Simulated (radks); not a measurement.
All-electron atom: Si4+ in [Ne].

Calculated with a radial shooting solver on a logarithmic mesh with Libxc functionals: Dirac Kohn-Sham, PBEsol, spin-unpolarised, spherical densities, finite nucleus; Fermi nuclear charge, rms radius 3.1224 fm.

Energy parts (Ry):
| part | energy |
|---|---|
| total | -571.07301 |
| kinetic | 572.77377 |
| electron-nucleus | -1324.85587 |
| Hartree | 218.89813 |
| exchange-correlation | -37.88904 |

Orbitals (lengths in bohr, moments of r in powers of bohr; <r^-3> diverges for s and p1/2; r(90%) holds 90 % of the orbital's charge):
| orbital | occ. | eigenvalue (Ry) | <1/r> | r(90%) | <r^-3> |
|---|---|---|---|---|---|
| 1s1/2 | 2 | -135.0324 | 13.62 | 0.199 | - |
| 2s1/2 | 2 | -14.10700 | 2.594 | 0.889 | - |
| 2p1/2 | 2 | -10.93461 | 2.489 | 0.888 | - |
| 2p3/2 | 4 | -10.88629 | 2.476 | 0.891 | 48.68 |

The highest occupied level is 2p3/2 at -148.12 eV. For comparison, the ionisation energy in NIST's Atomic Spectra Database is 166.77 eV (measured). In exact Kohn-Sham theory the highest level is minus the ionisation energy, but local and semilocal functionals leave it too shallow, through self-interaction and a potential that decays too fast; potentials with the right tail come closer. The electron density at the nucleus is 1894 e/bohr^3. Summed over all electrons, <r^2> = 2.921 bohr^2, which gives a Langevin (diamagnetic) susceptibility term of -2.31 x 10^-6 cm^3/mol. The density falls to 0.001 e/bohr^3 at r = 1.79 bohr.
